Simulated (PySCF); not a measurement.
C2H7NSi2. Atoms are numbered in the order given.

```xyz
12

Si     2.9001     0.4774     0.0190
C      1.1037     0.0931     0.1480
C     -0.0872    -0.1641     0.2385
Si    -1.9039    -0.5406     0.3511
N     -2.8556     0.1047    -0.9376
H      3.0920     1.6540    -0.8737
H      3.4407     0.7877     1.3711
H      3.6215    -0.6958    -0.5473
H     -2.0389    -2.0217     0.3404
H     -2.3867     0.0426     1.6312
H     -2.7747    -0.2949    -1.8670
H     -3.0104     1.1063    -0.9914
```

Coordinates come from a ωB97X-D3(BJ)/def2-SVP optimisation. The values are those of a single conformer.

Calculation: ωB97X/def2-TZVP in PySCF.

The molecule is in vacuum.

```
Quantity                                                                                                        Result
---------------------------------------------------------------------------------------------  -----------------------
total energy                                                                                        -714.16102 hartree
highest occupied level                                                                                       -10.10 eV
lowest empty level                                                                                             1.35 eV
orbital gap                                                                                                   11.46 eV
dipole moment                                                                                                   1.30 D
quadrupole, principal values (traceless, Buckingham form, about the centre of nuclear charge)   -4.21, -0.69, 4.90 D·Å
mean static polarisability                                                                       82.6 bohr³ (12.24 Å³)
polarisability, principal values                                                               64.9, 67.3, 115.6 bohr³
```
